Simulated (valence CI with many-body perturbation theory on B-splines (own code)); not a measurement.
## Questions on Co XXII

Level of theory: valence CI with perturbative core correlation (CI+MBPT): four valence electrons over a frozen Dirac-Fock core [He], radial functions for each j: 11 s, 11 p, 10 d, 8 f, 5 g, 2 h, with the one-electron correlation potential Σ1, the two-electron term Σ2, the three-electron term Σ3, Breit, model QED; selected CI, second order for the rest, scaled by the run's own slope (own B-spline code, finite nucleus).

No measured spectrum was set against this ion. As an estimate, levels of excited configurations hold to 0.05 to 0.15 % of their energy, terms of the ground configuration to about 0.5 %. Among the levels kept, up to 1100 cm⁻¹ of a level comes from second order outside the variational space, and about a tenth of that is noise between levels of different J, which matters for small intervals.

Rates and lifetimes use the calculated energies. Strong lines usually hold to 10 to 20 %, long lifetimes can be off by a factor of two.

**Question.** What is the ground level?

**Answer.** 2s2 2p2 3P_0, composition 88 % 2s2 2p2 3P + 10 % 2s2 2p2 1S.

**Question.** How is the term 3P of the ground level split?

**Answer.** J = 0 at 0.0, J = 1 at 11.2, J = 2 at 17.1 eV.

**Question.** What is the ionisation energy?

**Answer.** 1846.4 eV; NIST lists 1844 ± 1.1 eV (semi-empirical).

**Question.** Where does the other parity begin?

**Answer.** At 2s 2p3 5S°_2, 66.2 eV.

**Question.** Name the longest-lived excited levels whose lifetime is computed, and their main decay.

**Answer.** 2s2 2p2 3P_2 at 17.1 eV lives 924 μs, mostly by M1 to 2s2 2p2 3P_1; 2s2 2p2 3P_1 at 11.2 eV lives 84.4 μs, mostly by M1 to 2s2 2p2 3P_0; 2s2 2p2 1D_2 at 35.0 eV lives 19.9 μs, mostly by M1 to 2s2 2p2 3P_1.
